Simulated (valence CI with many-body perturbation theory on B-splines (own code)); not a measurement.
## Pm19+: magnetic and hyperfine properties of the levels

Computed by relativistic CI+MBPT: six valence electrons over a frozen Dirac-Fock core [Kr], a basis of 7 s, 7 p, 8 d, 6 f, 4 g, 1 h functions for each j, with the one-electron correlation potential Σ1 (screened to all orders), the two-electron term Σ2, the three-electron term Σ3, Breit, model QED; selected single and double excitations, second order for the rest, scaled by the run's own slope (own B-spline code, finite nucleus).

No measured spectrum was set against this ion. As an estimate, terms of the open shell hold to 2 to 4 % of their energy, and close levels can change places. Core correlation moves these levels by up to 9900 cm⁻¹, and in measured spectra 5 to 20 % of such shifts remained as error; rates that hang on mixing are uncertain with them. Among the levels kept, up to 1000 cm⁻¹ of a level comes from second order outside the variational space, and about a tenth of that is noise between levels of different J, which matters for small intervals. Only levels of the ground parity were solved; by the run's estimate the other parity begins above the list, which can be wrong where configurations are misplaced.

A/g_I is the dipole constant over the nuclear g factor μ/I (μ in nuclear magnetons, uniformly magnetised nucleus), B/Q the quadrupole constant per barn. Both hold the static response of the core; the bare values leave it out. Large factors of s and p1/2 electrons are usually good to 5 to 10 %; those of open d and f shells near neutrality can be off by tens of per cent, and small factors of p3/2, d and f electrons come from cancelling terms and can be off by a factor of two or in sign, in half-filled shells by more. B is blank for J = 1/2, where it vanishes, and for nearly pure S terms. Energies count from the lowest level. Levels with J = 0 are left out.

Levels are named by their leading jj configuration (3d3/2^4 stands for four electrons in 3d with j = 3/2), which in mixed levels can hold well under half, so a name can repeat and another be missing. Letters in brackets count levels of one name in rising energy.

| Level | E (eV) | g | A/g_I (MHz) | A/g_I bare | B/Q (MHz/b) | B/Q bare |
| --- | --- | --- | --- | --- | --- | --- |
| (4d3/2^4 4d5/2^2) J=4 | 0.000 | 1.390 | 2650 | 3150 | 7190 | 6850 |
| (4d3/2^4 4d5/2^2) J=2 | 1.860 | 1.389 | 2650 | 3150 | -2480 | -2340 |
| (4d3/2^3 4d5/2^3) J=3 [a] | 3.513 | 1.444 | 1410 | 1990 | 1150 | 1090 |
| (4d3/2^3 4d5/2^3) J=1 [a] | 4.615 | 1.427 | 2230 | 2790 | -2500 | -2360 |
| (4d3/2^3 4d5/2^3) J=4 [a] | 5.400 | 1.093 | 3980 | 4020 | 4970 | 4740 |
| (4d3/2^3 4d5/2^3) J=5 | 7.024 | 1.122 | 4430 | 4520 | 2700 | 2590 |
| (4d3/2^3 4d5/2^3) J=6 | 7.135 | 1.127 | 4840 | 4940 | -5460 | -5210 |
| (4d3/2^3 4d5/2^3) J=2 [a] | 8.188 | 0.995 | 4950 | 4840 | -4960 | -4710 |
| (4d3/2^3 4d5/2^3) J=3 [b] | 8.464 | 1.013 | 5770 | 5690 | 3250 | 3070 |
| (4d3/2^2 4d5/2^4) J=2 [a] | 9.099 | 1.265 | 2990 | 3290 | -535 | -511 |
| (4d3/2^3 4d5/2^3) J=1 [b] | 10.855 | 0.867 | 5310 | 5000 | 3650 | 3470 |
| (4d3/2^3 4d5/2^3) J=4 [b] | 10.866 | 0.981 | 5520 | 5390 | -1810 | -1720 |
| (4d3/2^3 4d5/2^3) J=2 [b] | 11.332 | 1.198 | 3610 | 3810 | 6350 | 6060 |
| (4d3/2^2 4d5/2^4) J=4 [a] | 11.564 | 1.119 | 5030 | 5110 | -364 | -337 |
| (4d3/2^3 4d5/2^3) J=3 [c] | 12.164 | 1.239 | 3550 | 3810 | -5340 | -5090 |
| (4d3/2^2 4d5/2^4) J=5 | 12.247 | 1.108 | 4980 | 5050 | -4400 | -4170 |
| (4d3/2^3 4d5/2^3) J=3 [d] | 13.022 | 1.049 | 4950 | 4920 | -5960 | -5670 |
| (4d3/2^2 4d5/2^4) J=3 | 13.434 | 0.929 | 6610 | 6410 | 53.8 | 55.6 |
| (4d3/2^2 4d5/2^4) J=6 | 13.465 | 1.036 | 5560 | 5520 | -7090 | -6730 |
| (4d3/2^2 4d5/2^4) J=1 | 14.926 | 1.208 | 4120 | 4340 | -557 | -529 |
| (4d3/2^2 4d5/2^4) J=4 [b] | 15.555 | 1.049 | 5710 | 5680 | 531 | 508 |
| (4d3/2^2 4d5/2^4) J=2 [b] | 15.573 | 1.053 | 5420 | 5400 | -3650 | -3490 |
| (4d3/2 4d5/2^5) J=1 | 17.247 | 1.493 | -798 | -147 | -1930 | -1840 |
| (4d3/2^2 4d5/2^4) J=2 [c] | 18.227 | 0.772 | 8110 | 7660 | -2340 | -2220 |
| (4d3/2^2 4d5/2^4) J=4 [c] | 18.427 | 1.181 | 4120 | 4300 | -6940 | -6590 |
| (4d3/2 4d5/2^5) J=4 | 21.135 | 1.025 | 5440 | 5380 | -5120 | -4860 |
| (4d3/2 4d5/2^5) J=2 | 21.581 | 1.313 | 3060 | 3430 | -7430 | -7090 |
| (4d3/2 4d5/2^5) J=3 | 21.829 | 1.066 | 5200 | 5200 | -8250 | -7860 |
| (4d3/2^2 4d5/2^4) J=2 [d] | 24.057 | 1.002 | 5870 | 5780 | 8190 | 7810 |

**Question.** Take the isotope of mass number 147, with I = 7/2, μ = 2.58 μN and Q = 0.74 b. What is the hyperfine structure of (4d3/2^3 4d5/2^3) J=3 [a]?

**Answer.** From the table A = 1040 MHz, B = 850 MHz. Shifts from the centre of gravity in MHz: F = 1/2: -13600, F = 3/2: -12200, F = 5/2: -9790, F = 7/2: -6360, F = 9/2: -1810, F = 11/2: 3980, F = 13/2: 11100.
